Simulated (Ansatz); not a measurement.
`COB(F)Cl` + CH₃OH → `COB(Cl)OC` + H–F  (ligand exchange at a B–F bond)

Computed with Ansatz on PBE0-D4/def2-TZVP structures; ΔE is electronic, products minus reactants. CCSD(T)/CBS adds triple-zeta CCSD(T) − MP2 to the extrapolated MP2 energy (def2 sets, frozen cores). This one scheme is used for every species. Functionals use def2-TZVPP. B3LYP here is the variant with VWN-RPA as its local correlation; programs differ in this. Each species was taken in one conformer, which may not be the lowest.

(1) Is it downhill or uphill in electronic energy at CCSD(T)/CBS, and by how much? (An estimate is asked.)

(2) What do these levels give: LDA (SPW92), r2SCAN-D4, BHLYP-D4, B2PLYP, B3LYP, r2SCANh, LC-ωPBE, MP2/def2-SVP, MP2/def2-TZVPP, CCSD(T)/def2-TZVPP, HF/def2-QZVPP, HF/CBS(def2)? (Estimate.)

Largest T1 diagnostic among the species: 0.012.

Answers

(1) Ansatz gave: Nearly level: ΔE = +0.6 kcal/mol.

(2) Computed: LDA (SPW92) 1.5, r2SCAN-D4 2.7, BHLYP-D4 2.2, B2PLYP 2.7, B3LYP 4.1, r2SCANh 2.9, LC-ωPBE 2.9, MP2/def2-SVP 1.8, MP2/def2-TZVPP 0.3, CCSD(T)/def2-TZVPP 1.1, HF/def2-QZVPP 4.5, HF/CBS(def2) 4.5 kcal/mol.

At CCSD(T), def2-SVP lies +1.6 kcal/mol from the extrapolated value and def2-TZVPP +0.5 kcal/mol. In def2-TZVPP, CCSD(T) changes the Hartree–Fock value by −3.4 kcal/mol (the triples alone add −0.5 kcal/mol) and MP2 by −4.2 kcal/mol. Leaving LDA and LC-ωPBE aside and taking each functional with its dispersion term where it has one, the values, not all of them listed here, spread over 1.8 kcal/mol, from revPBE-D4 to B97M-V. LDA lies −2.0 kcal/mol from PBE without D4.
